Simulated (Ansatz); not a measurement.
```yaml
crystal:
  periodic: [false, false, false]
  atoms:
    - {symbol: Br, position_ang: [-1.228771, -2.058445, -0.936436]}
    - {symbol: C, position_ang: [-0.708625, -0.234422, -0.053706]}
    - {symbol: Br, position_ang: [-2.323480, 0.883305, 0.667227]}
    - {symbol: C, position_ang: [0.708630, 0.234425, 0.053705]}
    - {symbol: Br, position_ang: [2.323483, -0.883305, -0.667227]}
    - {symbol: Br, position_ang: [1.228774, 2.058444, 0.936438]}
basis:
  gaussian: {orbitals: x2c-TZVPPall, final_grid: {core_spheres: 5, valence_spheres: 4, degree: 11}}
total_charge: -2
hamiltonian: {xc: {name: r2SCAN50}, dispersion: d3bjatm}
output: {forces: true}
```

```sh
$ ansatz run in.yaml --threads 2 --pin off --events-out ev --progress --plain --max-ram 32768MiB --backend cpu
```

It prints (some lines left out):

```
Functional definition: r2SCAN50
2238 factors; their error is unknown
mean field evaluation 1: about -285738.6429 eV, gradient 3.1e1 eV
mean field evaluation 2: about -285735.7277 eV, gradient 4.5e1 eV
mean field evaluation 4: about -285740.9868 eV, gradient 1.5e0 eV
mean field evaluation 8: about -285741.0336 eV, gradient 2.0e-2 eV
mean field evaluation 16: about -285743.1805 eV, gradient 2.9e-4 eV
mean field -285743.18052695 eV, -10500.8682006813 hartree, gradient 2.4e-5 eV, S^2 0.000000; 0 other end points of the search recorded, 0 dependent functions left out
reference -285743.18053689 eV, -10500.8682010464 hartree; 77, 77 occupied and 177, 177 virtual orbitals, 2238 factors
Total energy: -285743.29747847 eV, -10500.8724985701 hartree
Relativity: scalar
Atom 0 at    -1.228771    -2.058445    -0.936436 Å, force    -0.295374    -1.143631    -0.556326 eV/Å
Atom 1 at    -0.708625    -0.234422    -0.053706 Å, force     4.294114     1.420544     0.325458 eV/Å
Atom 2 at    -2.323480     0.883305     0.667227 Å, force    -0.988481     0.718916     0.459022 eV/Å
Atom 3 at     0.708630     0.234425     0.053705 Å, force    -4.294114    -1.420544    -0.325458 eV/Å
Atom 4 at     2.323483    -0.883305    -0.667227 Å, force     0.988481    -0.718916    -0.459022 eV/Å
Atom 5 at     1.228774     2.058444     0.936438 Å, force     0.295374     1.143631     0.556326 eV/Å
Dipole moment:     0.000000     0.000000     0.000000 e Å
```

(1) Something in this input is off. What?

## Answers

(1) The charge is far from anything that the molecule holds. Self-consistency was reached. The result belongs to that input, not to the molecule as meant.
